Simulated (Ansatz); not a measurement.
A geometry relaxed with B3LYP-D3(BJ)/def2-TZVP (Ansatz, a program for electronic structure), charge 0, multiplicity 1:

```xyz
8

C     -0.3770    -0.1260    -0.1425
C      0.8164    -0.9013     0.1286
C      0.8713     0.0488    -0.8566
C     -1.6482     0.1582     0.0607
S      2.3067    -0.6142     1.0211
H     -2.1439     0.9162    -0.5292
S      2.3923     0.8674    -0.5150
H     -2.2186    -0.3742     0.8086
```

Task: Write the SMILES of this molecule.

Result: `C=C1c2ssc21`
